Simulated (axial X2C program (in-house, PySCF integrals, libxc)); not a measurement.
## KBr⁻: properties at the nuclei

Computed with an axial X2C code built on PySCF integrals: two-component X2C with atomic mean-field Coulomb and Gaunt terms, Gaussian nuclei, basis Br dyall-acv3z, K dyall-acv3z with contracted cores.

R = 2.981 Å (near the PBE0 minimum at charge -1 of the determinant lowest at the starting distance; the state shown can have its own minimum elsewhere).

Determinant lowest in the PBE0 search, Ω = 1/2 (⟨Sz⟩ = 0.50, ⟨Lz⟩ = 0.00 at PBE0), spin on the atoms Br 0.02, K 0.48:

```tsv
level	Eeff magnitude (GV/cm)	Ws magnitude Br (kHz)	Ws magnitude K (kHz)	A∥/gI Br (MHz)	qzz Br (a.u.)	A∥/gI K (MHz)	qzz K (a.u.)
PBE0	0.166	0.0878	0.0498	34.9	0.15	265	-0.42
HF	0.121	0.0566	0.0429	21.2	-0.05	189	-0.46
PBE	0.18	0.0993	0.0503	39.9	0.19	283	-0.41
r2SCAN	0.189	0.0947	0.0604	36	0.05	290	-0.43
BP86	0.192	0.104	0.0554	42.1	0.16	309	-0.41
```

Determinant 0.69 eV from it at PBE0 and this distance, Ω = 3/2 (⟨Sz⟩ = 0.50, ⟨Lz⟩ = 1.00 at PBE0), spin on the atoms Br 0.01, K 0.49:

```json
{"level": "PBE0", "Eeff magnitude (GV/cm)": "0.0038", "Ws magnitude Br (kHz)": "0.0007", "Ws magnitude K (kHz)": "0.000315", "A∥/gI Br (MHz)": "0.389", "qzz Br (a.u.)": "0.54", "A∥/gI K (MHz)": "1.66", "qzz K (a.u.)": "-0.28"}
{"level": "HF", "Eeff magnitude (GV/cm)": "0.00202", "Ws magnitude Br (kHz)": "0.000444", "Ws magnitude K (kHz)": "0.000104", "A∥/gI Br (MHz)": "0.515", "qzz Br (a.u.)": "0.22", "A∥/gI K (MHz)": "1.11", "qzz K (a.u.)": "-0.32"}
{"level": "PBE", "Eeff magnitude (GV/cm)": "0.00533", "Ws magnitude Br (kHz)": "0.000964", "Ws magnitude K (kHz)": "0.000463", "A∥/gI Br (MHz)": "0.269", "qzz Br (a.u.)": "0.66", "A∥/gI K (MHz)": "2.39", "qzz K (a.u.)": "-0.26"}
{"level": "r2SCAN", "Eeff magnitude (GV/cm)": "0.00168", "Ws magnitude Br (kHz)": "0.000417", "Ws magnitude K (kHz)": "5.21e-05", "A∥/gI Br (MHz)": "0.052", "qzz Br (a.u.)": "0.40", "A∥/gI K (MHz)": "2.32", "qzz K (a.u.)": "-0.30"}
{"level": "BP86", "Eeff magnitude (GV/cm)": "0.000571", "Ws magnitude Br (kHz)": "0.00042", "Ws magnitude K (kHz)": "0.000172", "A∥/gI Br (MHz)": "0.378", "qzz Br (a.u.)": "0.59", "A∥/gI K (MHz)": "0.893", "qzz K (a.u.)": "-0.27"}
```

Eeff is the effective electric field on the electron electric dipole moment in this Ω state and Ws the scalar–pseudoscalar constant of the nucleus named (defined with the proton number Z and per Ω); A∥ (defined per Ω) follows by multiplying with gI = μI/(I μN); qzz is the electric field gradient, eQq0 = 234.96 MHz × Q/barn × qzz. The operators were transformed with the bare-nucleus X2C matrices; with these basis sets, hyperfine constants and field gradients can be off by tens of per cent, and where levels differ in sign neither size nor sign is settled.

Problem. With gI(79Br) = 1.4043, gI(39K) = 0.2610, Q(39K) = 0.0603 barn (g factors from the IAEA table of nuclear moments by Stone; Q from Pyykkö, Mol. Phys. 2018), turn the PBE0 values of the first state into constants in MHz.

Solution. A∥(79Br) = 34.9 × 1.4043 = 49 MHz; A∥(39K) = 265 × 0.2610 = 69.2 MHz; eQq0(39K) = 234.96 × (0.0603) × (-0.42) = -5.95 MHz.

Each state is one determinant with collinear spin. Unrestricted Hartree–Fock can overshoot spin polarisation at the nuclei. In the state Ω = 3/2 the sign of Eeff differs between levels (BP86 against PBE0). For an anion, determinants above electron detachment, or with a positive highest level, are held by the basis set. Where Eeff spreads by more than a factor of two the levels disagree and none is to be relied on. The search compared states at one distance, so a state with another bond length can lie lower. The sign of Ws at Br differs between levels in the second state. Further determinants of the search, some of them spin-mixed, are not shown. Where a field gradient or hyperfine factor spreads by more than a factor of two over the levels, a constant derived from it is not to be relied on. PBE0 term energies can be off by some tenths of an eV.
